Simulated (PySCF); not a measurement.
SMILES O[SiH]([GeH3])O (H6GeO2Si), B3LYP/def2-SVP optimised geometry.

```
10

Si    -0.78    -0.19     0.00
O     -1.25     1.42     0.00
O     -1.24    -1.01    -1.38
Ge     1.60    -0.19     0.00
H     -1.39    -0.86     1.19
H     -2.15     1.63     0.27
H     -2.15    -1.29    -1.47
H      2.15     0.54    -1.25
H      2.15     0.53     1.25
H      2.15    -1.63     0.00
```

Density from PySCF with B3LYP/def2-TZVP at that geometry.

Minimum of the electron density along straight lines between bonded atoms, close to the bond critical point (lines longer than 1.1 times the sum of covalent radii, or with two minima, are not listed):

| bond | length / Å | ρ at the minimum / e bohr⁻³ | ∇²ρ there / e bohr⁻⁵ | position (fraction from the first atom) |
|---|---|---|---|---|
| Si1–O2 | 1.670 | 0.132 | 0.73 | 0.41 |
| Si1–O3 | 1.670 | 0.132 | 0.73 | 0.41 |
| Si1–Ge4 | 2.381 | ? | -0.15 | 0.49 |
| Si1–H5 | 1.500 | 0.121 | 0.12 | 0.49 |
| O2–H6 | 0.965 | 0.352 | -2.35 | 0.80 |
| O3–H7 | 0.965 | 0.352 | -2.34 | 0.80 |
| Ge4–H8 | 1.543 | 0.131 | 0.06 | 0.59 |
| Ge4–H9 | 1.545 | 0.130 | 0.06 | 0.59 |
| Ge4–H10 | 1.544 | 0.130 | 0.06 | 0.59 |

### Question
What belongs in the gaps?

### Answer

- Si1–Ge4, ρ at the minimum / e bohr⁻³: 0.095
